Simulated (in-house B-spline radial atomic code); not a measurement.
# The ruthenium ion Ru⁶⁺: [Kr] 4d2

Method: Dirac-Kohn-Sham BP86, spherical fractional occupations, Fermi nucleus of rms radius 4.4809 fm. Calculated with a radial B-spline atomic code at the basis-set limit.

Z_r = [3n² - l(l+1)]/(2<r>); Z_e = n√(-2ε); the last column is Slater's effective charge. Values are occupation-weighted means over j. An effective charge above Z reflects the relativistic contraction of the inner shells.

```json
{"shell": "1s", "electrons": "2", "ε (eV)": "-22022", "<r> (bohr)": "0.03343", "Z_r": "44.87", "Z_e": "40.23", "Slater": "43.70"}
{"shell": "2s", "electrons": "2", "ε (eV)": "-3245.2", "<r> (bohr)": "0.1453", "Z_r": "41.29", "Z_e": "30.89", "Slater": "39.85"}
{"shell": "2p", "electrons": "6", "ε (eV)": "-2918.4", "<r> (bohr)": "0.1268", "Z_r": "39.44", "Z_e": "29.29", "Slater": "39.85"}
{"shell": "3s", "electrons": "2", "ε (eV)": "-646.49", "<r> (bohr)": "0.4021", "Z_r": "33.57", "Z_e": "20.68", "Slater": "32.75"}
{"shell": "3p", "electrons": "6", "ε (eV)": "-538.78", "<r> (bohr)": "0.4023", "Z_r": "31.07", "Z_e": "18.88", "Slater": "32.75"}
{"shell": "3d", "electrons": "10", "ε (eV)": "-364.52", "<r> (bohr)": "0.3833", "Z_r": "27.39", "Z_e": "15.53", "Slater": "22.85"}
{"shell": "4s", "electrons": "2", "ε (eV)": "-162.56", "<r> (bohr)": "0.9854", "Z_r": "24.36", "Z_e": "13.83", "Slater": "16.25"}
{"shell": "4p", "electrons": "6", "ε (eV)": "-131.15", "<r> (bohr)": "1.063", "Z_r": "21.64", "Z_e": "12.42", "Slater": "16.25"}
{"shell": "4d", "electrons": "2", "ε (eV)": "-84.194", "<r> (bohr)": "1.26", "Z_r": "16.67", "Z_e": "9.95", "Slater": "7.65"}
```

The least bound orbital is 4d5/2 at -83.97 eV, and it is also the most diffuse (<r> = 1.263 bohr).

Spin-orbit splittings of the orbital energies (j = l + 1/2 above j = l - 1/2 when positive): 2p 131 eV, 3p 22.28 eV, 3d 4.349 eV, 4p 3.833 eV, 4d 0.5526 eV.

For the 1s electron the small component carries 2.58 % of the norm, the zero-frequency Breit interaction raises the level by 44.98 eV, self-energy by 24.81 eV, and vacuum polarisation lowers it by 2.964 eV.

The density falls to 0.001 bohr⁻³ at 2.646 bohr; Σ<r²> = 16.962 bohr² gives, by the non-relativistic formula and without the paramagnetism of open shells, a Langevin diamagnetic susceptibility of -13.43×10⁻⁶ cm³/mol.
